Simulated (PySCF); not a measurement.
Two species compared at the same levels of theory.

First species: cyclopropyl cyanosilane, C4H7NSi.
InChI=1S/C4H7NSi/c5-3-6-4-1-2-4/h4H,1-2,6H2

Second species: C4H7Al.
SMILES: `[CH3][AlH][C]#CC`

Levels: PBE0/def2-SVPD for dipole moment, HOMO energy, LUMO energy, HOMO–LUMO gap, static isotropic polarisability and electronic spatial extent ⟨r²⟩ about the centre of nuclear charge; TDDFT PBE0/def2-SVPD for lowest singlet excitation; TDA PBE0/def2-SVPD for lowest triplet excitation (Tamm–Dancoff); PBE0-D3(BJ)/def2-SVP for rotational constant A and rotational constant C. Geometries: PBE0-D3(BJ)/def2-SVP. All species are isolated and taken at one optimised geometry, non-relativistic unless stated. Electronic properties by PySCF.

The conformers computed, where there is a choice (atom-mapped SMILES and torsion angles):
- `[N:1]#[C:2][SiH2:3][CH:4]1[CH2:5][CH2:6]1`: C2–Si3–C4–C5 38°

Question: Which of the two has the higher dipole moment, and by how much?

Answer: The first: 3.96 D against 1.46 D, a difference of 2.50 D.

Question: Which of the two has the higher S1 energy, and by how much?

Answer: The first: 6.95 eV against 4.61 eV, a difference of 2.34 eV.

Question: Which of the two has the higher T1 energy, and by how much?

Answer: The first: 5.74 eV against 4.26 eV, a difference of 1.48 eV.

Question: Which of the two has the higher HOMO–LUMO gap, and by how much?

Answer: The first: 8.33 eV against 6.10 eV, a difference of 2.23 eV.

Question: Which has the higher LUMO energy?

Answer: The first: -0.51 eV against -1.24 eV, a difference of 0.73 eV.

Question: Which of the two has the higher static isotropic polarisability, and by how much?

Answer: The second: 77.8 au against 73.8 au, a difference of 4.0 au.

Question: Which of the two has the higher rotational constant C, and by how much?

Answer: The first: 1.655 GHz against 1.299 GHz, a difference of 0.356 GHz.

Question: Which of the two has the higher HOMO energy, and by how much?

Answer: The second: -7.34 eV against -8.84 eV, a difference of 1.50 eV.

On the first: In wavenumbers S1 is 56000 cm⁻¹ (1 eV = 8065.54 cm⁻¹). The dipole equals about 13.2 × 10⁻³⁰ C·m (1 D = 3.33564 × 10⁻³⁰ C·m).

On the second: The dipole matches unit charges of opposite sign 0.30 Å apart (1 e·Å = 4.8032 D). No computed singlet falls in the visible range (750 to 380 nm, 1.65 to 3.26 eV); S1 lies 1.35 eV above its blue end.
